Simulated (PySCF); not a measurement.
CH3ClFInO, SMILES C[O][In]([F])[Cl]. Atoms are numbered in the order given.

```xyz
8

In    -0.0321    -0.2126     0.2792
F     -0.1382    -1.1457     1.9779
Cl     0.4417     2.0664     0.2822
O     -0.3776    -1.1888    -1.4020
C     -0.1998    -0.5946    -2.6616
H      0.7824    -0.8582    -3.0954
H     -0.9793    -0.9735    -3.3450
H     -0.2745     0.5089    -2.6549
```
Charge 0, spin multiplicity 1.

Coordinates come from a PBE0-D3(BJ)/def2-SVP optimisation. The structure was generated by enumeration; whether it is a known compound was not checked. The def2 effective core potentials stand for the cores of In; spin–orbit coupling is left out. The values are those of a single conformer.

Method: PySCF with ωB97X/def2-TZVP.

ESP charges are fitted to the potential on shells at 1.4 to 2.0 van der Waals radii. Atomic charges (e):

```csv
atom,Mulliken,Löwdin,ESP fit
In1,1.09,…,1.11
F2,-0.45,-0.24,-0.45
Cl3,-0.33,…,-0.32
O4,-0.49,-0.09,-0.45
C5,-0.16,…,-0.18
H6,0.11,0.10,0.10
H7,0.12,0.11,0.13
H8,0.10,0.10,0.05
```

Fill in the missing entries. (An estimate is asked for; the answer gives what the named calculation found.)


- In1, Löwdin: 0.30
- Cl3, Löwdin: 0.09
- C5, Löwdin: -0.38
